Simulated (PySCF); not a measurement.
## Correlation energy of Tl⁺ (thallium, charge +1)

[Xe] 4f14 5d10 6s2, closed-shell 1S. All numbers are calculated (PySCF 2.14, the spin-free X2C one-electron Hamiltonian (Gaussian nucleus), in ANO-RCC-VTZP). Frozen: [Kr] 4d10 4f14; 20 electrons correlated.

```json
{"level": "CCSD", "correlation energy (mhartree)": "-603.30"}
{"level": "(T)", "correlation energy (mhartree)": "-18.06"}
{"level": "CCSD(T)", "correlation energy (mhartree)": "-621.36"}
```

Diagnostics: T1 = 0.0092, D1 = 0.0314, largest double amplitude 0.052.

Cost of the coupled-cluster step: of the order of 10 core-seconds, for 20 correlated electrons.

Iterations:

```
CC2 = 0
CCSD nocc = 10, nmo = 63
frozen orbitals [0, 1, 2, 3, 4, 5, 6, 7, 8, 9, 10, 11, 12, 13, 14, 15, 16, 17, 18, 19, 20, 21, 22, 24, 25, 26, 27, 28, 29, 30]
max_cycle = 100
direct = 0
conv_tol = 1e-08
conv_tol_normt = 1e-06
diis_space = 8
diis_start_cycle = 0
Init t2, MP2 energy = -20243.2198888543  E_corr(MP2) -0.642690653779972
Init E_corr(CCSD) = -0.64269065378199
cycle = 1  E_corr(CCSD) = -0.586805081485778  dE = 0.0558855723  norm(t1,t2) = 0.0462855
cycle = 2  E_corr(CCSD) = -0.604737497041967  dE = -0.0179324156  norm(t1,t2) = 0.0130487
cycle = 3  E_corr(CCSD) = -0.602556767657472  dE = 0.00218072938  norm(t1,t2) = 0.00449834
cycle = 4  E_corr(CCSD) = -0.603230367513652  dE = -0.000673599856  norm(t1,t2) = 0.00147899
cycle = 5  E_corr(CCSD) = -0.60331282739149  dE = -8.24598778e-05  norm(t1,t2) = 0.000149448
cycle = 6  E_corr(CCSD) = -0.603298516079885  dE = 1.43113116e-05  norm(t1,t2) = 2.1056e-05
cycle = 7  E_corr(CCSD) = -0.60329750421885  dE = 1.01186104e-06  norm(t1,t2) = 2.59873e-06
cycle = 8  E_corr(CCSD) = -0.603297954021355  dE = -4.49802505e-07  norm(t1,t2) = 5.61408e-07
cycle = 9  E_corr(CCSD) = -0.603297969524083  dE = -1.55027275e-08  norm(t1,t2) = 9.25724e-08
cycle = 10  E_corr(CCSD) = -0.603297966439833  dE = 3.08425008e-09  norm(t1,t2) = 1.75493e-08
CCSD converged
E(CCSD) = -20243.18049616701  E_corr = -0.6032979664398326
CCSD(T) correction = -0.0180561574666399
```
